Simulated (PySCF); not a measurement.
CH6OZr, SMILES C[O][ZrH3], multiplicity 1. Heavy atoms are numbered as in [ZrH3:1][O:2][CH3:3]. Hydrogens are named by the atom that carries them.

Geometry optimised at B3LYP-D3(BJ)/def2-SVP. The spin state was assumed, not searched. The structure was generated by enumeration; whether it is a known compound was not checked. The def2 effective core potentials stand for the cores of Zr; spin–orbit coupling is left out.

Method: ωB97X/def2-TZVPD run with PySCF.

Mulliken values depend strongly on the basis, most of all with diffuse functions as here. ESP charges are fitted to the potential on shells at 1.4 to 2.0 van der Waals radii. Atomic charges (e), one atom of each kind:

```tsv
atom	ESP fit	Mulliken
Zr1 (ZrH3)	1.28	0.81
O2	-0.33	-0.37
C3 (CH3)	-0.43	-0.48
H on C3	0.18	0.24
H on Zr1	-0.35	-0.22
```
